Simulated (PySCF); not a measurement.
This PySCF input asks for the NMR shieldings of SMILES F[C@@H]([SiH3])[GeH3], CH₇FGeSi; the geometry comes from PBE0-D3(BJ)/def2-SVP.

```python
import basis_set_exchange as bse
import numpy as np
from pyscf import gto, dft
from pyscf.prop import nmr

atoms = """
F    -0.027562   -2.045052    0.900915
C     0.025524   -0.972756    0.010537
Si   -1.638810   -0.057909    0.060095
Ge    1.591742    0.135576    0.487479
H     0.190361   -1.372901   -1.007063
H    -1.617739    1.025790   -0.969592
H    -1.843837    0.542876    1.410792
H    -2.750973   -1.009659   -0.232084
H     1.390199    0.704671    1.901180
H     1.728043    1.288989   -0.523607
H     2.852851   -0.742975    0.456750
"""
names = dict.fromkeys(["F", "C", "Si", "Ge", "H"], "pcSseg-2")
basis = {el: gto.basis.parse(bse.get_basis(n, elements=[el], fmt="nwchem")) for el, n in names.items()}
mol = gto.M(atom=atoms, basis=basis, charge=0, verbose=0)
mf = dft.RKS(mol, xc="PBE")
mf.grids.level = 2
mf.grids.alignment = dft.numint.BLKSIZE   # the property module wants whole blocks of grid points
mf.conv_tol = 1e-9
mf.kernel()

calc = nmr.RKS(mf)   # GIAO
sigma = calc.kernel()   # uncoupled for a functional without exact exchange
for i, s in enumerate(sigma):   # ppm
    print("%2d %-2s %9.2f" % (i, mol.atom_pure_symbol(i), np.trace(s) / 3))
```

Q: Give the expected output.

A: 
```
 0 F     439.01
 1 C      93.13
 2 Si    396.02
 3 Ge   1506.32
 4 H      25.62
 5 H      27.10
 6 H      27.08
 7 H      26.84
 8 H      27.13
 9 H      27.10
10 H      26.88
```

These numbers come from an equivalent density-fitted implementation of the same equations, which agrees with the script to about 0.01 ppm for H and up to a few tenths of a ppm for heavy atoms, so last digits may differ.

Q: Turn these shieldings into chemical shifts. δ = σ(ref) − σ, references computed at the same level: 19F (142.93 ppm) against CFCl3; 13C (179.39 ppm) and 29Si (323.43 ppm) and 1H (31.18 ppm) against TMS; GeMe4 for 73Ge (1269.89 ppm).

A: Averaging equivalent atoms: F 0: -296.1; C 1: 86.3; Si 2: -72.6; Ge 3: -236; H 4: 5.55; H 5/6/7: 4.17; H 8/9/10: 4.14 ppm. Unscaled 19F shifts against computed CFCl3 carry errors that often reach 10 to 50 ppm.

Relativistic effects, spin–orbit coupling among them, are left out; they matter for Ge and for the light atoms bonded to it.

Size and cost of the density-fitted run: 276 basis functions, 45 s wall time on 1 thread of an Arm Neoverse V1, shared host.
